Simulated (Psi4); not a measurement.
triethylamine (C$_{6}$H$_{15}$N), singlet, geometry from GFN2-xTB; B3LYP/6-31G run with Psi4 1.11.

Here is a job for Psi4.
```
memory 2 GB

molecule mol {
0 1
  C    -1.657347    1.962932   -0.087266
  C    -0.582489    1.153588   -0.804510
  N     0.235925    0.364944    0.103015
  C    -0.504080   -0.596040    0.902047
  C    -1.194311   -1.738324    0.145011
  C     1.392961   -0.185355   -0.585318
  C     2.416122   -0.798031    0.364719
  H    -1.224894    2.472324    0.769766
  H    -2.063240    2.707117   -0.768481
  H    -2.476661    1.334531    0.251694
  H    -1.049892    0.535263   -1.591671
  H     0.094425    1.853335   -1.304804
  H     0.192266   -1.019775    1.628118
  H    -1.253822   -0.039628    1.467663
  H    -0.470196   -2.340082   -0.399006
  H    -1.926483   -1.353022   -0.560593
  H    -1.709114   -2.381759    0.854174
  H     1.109901   -0.928626   -1.352025
  H     1.869945    0.649902   -1.107796
  H     2.080297   -1.754137    0.757325
  H     3.350003   -0.961934   -0.167838
  H     2.600855   -0.120737    1.194264
}

set basis 6-31g
set reference rks
set scf_type dfdirj+cosx

energy('b3lyp')
print_variables()
```

Output, abridged:

```
   => Loading Basis Set <=

    Name: 6-31G
    Role: ORBITAL
    Keyword: BASIS

         ---------------------------------------------------------
                                   SCF
               by Justin Turney, Rob Parrish, Andy Simmonett
                          and Daniel G. A. Smith
                              RKS Reference
         ---------------------------------------------------------

  ==> Geometry <==

    Molecular point group: c1
    Full point group: C1

    Geometry (in Angstrom), charge = 0, multiplicity = 1:

       Center              X                  Y                   Z               Mass
    ------------   -----------------  -----------------  -----------------  -----------------
         C           -1.665955325392     1.949702156346    -0.090499140194    12.000000000000
         C           -0.591097325392     1.140358156346    -0.807743140194    12.000000000000
         N            0.227316674608     0.351714156346     0.099781859806    14.003074004430
         C           -0.512688325392    -0.609269843654     0.898813859806    12.000000000000
         C           -1.202919325392    -1.751553843654     0.141777859806    12.000000000000
         C            1.384352674608    -0.198584843654    -0.588551140194    12.000000000000
         C            2.407513674608    -0.811260843654     0.361485859806    12.000000000000
         H           -1.233502325392     2.459094156346     0.766532859806     1.007825032230
         H           -2.071848325392     2.693887156346    -0.771714140194     1.007825032230
         H           -2.485269325392     1.321301156346     0.248460859806     1.007825032230
         H           -1.058500325392     0.522033156346    -1.594904140194     1.007825032230
         H            0.085816674608     1.840105156346    -1.308037140194     1.007825032230
         H            0.183657674608    -1.033004843654     1.624884859806     1.007825032230
         H           -1.262430325392    -0.052857843654     1.464429859806     1.007825032230
         H           -0.478804325392    -2.353311843654    -0.402239140194     1.007825032230
         H           -1.935091325392    -1.366251843654    -0.563826140194     1.007825032230
         H           -1.717722325392    -2.394988843654     0.850940859806     1.007825032230
         H            1.101292674608    -0.941855843654    -1.355258140194     1.007825032230
         H            1.861336674608     0.636672156346    -1.111029140194     1.007825032230
         H            2.071688674608    -1.767366843654     0.754091859806     1.007825032230
         H            3.341394674608    -0.975163843654    -0.171071140194     1.007825032230
         H            2.592246674608    -0.133966843654     1.191030859806     1.007825032230

  Running in c1 symmetry.

  Rotational constants: A =      0.10951  B =      0.06255  C =      0.04680 [cm^-1]
  Rotational constants: A =   3283.04610  B =   1875.24824  C =   1402.99648 [MHz]
  Nuclear repulsion =  341.017476673389581

  Charge       = 0
  Multiplicity = 1
  Electrons    = 58
  Nalpha       = 29
  Nbeta        = 29

  ==> Algorithm <==

  SCF Algorithm Type is DFDIRJ+COSX.
  DIIS enabled.
  MOM disabled.
  Fractional occupation disabled.
  Guess Type is SAD.
  Energy threshold   = 1.00e-06
  Density threshold  = 1.00e-06
  Integral threshold = 1.00e-12

  ==> Primary Basis <==

  Basis Set: 6-31G
    Blend: 6-31G
    Number of shells: 65
    Number of basis functions: 93
    Number of Cartesian functions: 93
    Spherical Harmonics?: false
    Max angular momentum: 1

  ==> DFT Potential <==

   => LibXC <=

    Version 7.1.2
    S. Lehtola, C. Steigemann, M. J. T. Oliveira, and M. A. L. Marques,  SoftwareX 7, 1–5 (2018) (10.1016/j.softx.2017.11.002)

   => Composite Functional: B3LYP <=

    B3LYP Hyb-GGA Exchange-Correlation Functional

    P. J. Stephens, F. J. Devlin, C. F. Chabalowski, and M. J. Frisch,  J. Phys. Chem. 98, 11623 (1994) (10.1021/j100096a001)

[...]
    K tasked:                  Yes
    K algorithm:              COSX
    wK tasked:                  No
    Integrals threads:           1
    Incremental Fock:           No
    Screening Type:           CSAM

  ==> DF-DirJ: Integral-Direct Density-Fitted J <==

    J Screening Cutoff:      1E-12

  ==> COSX: Chain-of-Spheres Semi-Numerical K <==

    K Screening Cutoff:       1E-12
    K Density Cutoff:         1E-10
    K Basis Cutoff:           1E-10
    K Overlap Fitting:          Yes

  Minimum eigenvalue in the overlap matrix is 5.9889587945E-03.
  Reciprocal condition number of the overlap matrix is 1.0415088842E-03.
    Using symmetric orthogonalization.

  ==> Pre-Iterations <==

  SCF Guess: Superposition of Atomic Densities via on-the-fly atomic UHF (no occupation information).

   -------------------------
    Irrep   Nso     Nmo
   -------------------------
     A         93      93
   -------------------------
    Total      93      93
   -------------------------

  ==> Iterations <==

                        Total Energy        Delta E     RMS |[F,P]|

   @RKS iter SAD:  -291.55618336750308   -2.91556e+02   0.00000e+00
   @RKS iter   1:  -291.75037217126334   -1.94189e-01   1.10748e-02 DIIS/ADIIS
   @RKS iter   2:  -291.46774575272224    2.82626e-01   1.33088e-02 DIIS/ADIIS
   @RKS iter   3:  -292.32315323926497   -8.55407e-01   1.53746e-03 DIIS/ADIIS
   @RKS iter   4:  -292.33112153210749   -7.96829e-03   6.54511e-04 DIIS/ADIIS
   @RKS iter   5:  -292.33274848677439   -1.62695e-03   6.68210e-05 DIIS
   @RKS iter   6:  -292.33276744827350   -1.89615e-05   3.05534e-05 DIIS
   @RKS iter   7:  -292.33277136014186   -3.91187e-06   3.43438e-06 DIIS
   @RKS iter   8:  -292.33277145702743   -9.68856e-08   4.03511e-07 DIIS
  Energy and wave function converged with early screening.
  Continuing SCF iterations with tighter screening.

   @RKS iter   9:  -292.33302293391927   -2.51477e-04   1.36455e-05 DIIS
  Energy and wave function converged.

  ==> Post-Iterations <==

   Electrons on quadrature grid:
      Ntotal   =   57.9999117307 ; deviation = -8.827e-05

    Orbital Energies [Eh]
    ---------------------

    Doubly Occupied:

[...]
    Virtual:

[...]
      93A      1.812362

    Final Occupation by Irrep:
              A
    DOCC [    29 ]
    NA   [    29 ]
    NB   [    29 ]

  @RKS Final Energy:  -292.33302293391927

   => Energetics <=

    Nuclear Repulsion Energy =            341.0174766733895808
    One-Electron Energy =               -1068.4106694458398579
    Two-Electron Energy =                 471.6364564598246147
    DFT Exchange-Correlation Energy =     -36.5762866212936828
    Empirical Dispersion Energy =           0.0000000000000000
    VV10 Nonlocal Energy =                  0.0000000000000000
    Total Energy =                       -292.3330229339192670

Computation Completed

Properties will be evaluated at   0.000000,   0.000000,   0.000000 [a0]

Properties computed using the SCF density matrix

 Multipole Moments:

 ------------------------------------------------------------------------------------
     Multipole            Electronic (a.u.)      Nuclear  (a.u.)        Total (a.u.)
 ------------------------------------------------------------------------------------

 L = 1.  Multiply by 2.5417464519 to convert [e a0] to [Debye]
 Dipole X            :          0.8485240           -0.9435060           -0.0949820
 Dipole Y            :          1.2821524           -1.4500453           -0.1678929
 Dipole Z            :          0.1848004           -0.3543787           -0.1695783
 Magnitude           :                                                    0.2568392

 ------------------------------------------------------------------------------------

  Variable Map:
  ----------------------------------------------------------------------------
[...]
  Array Variable Map:
  ----------------------------------------------------------------------------
[...]
[...]
```
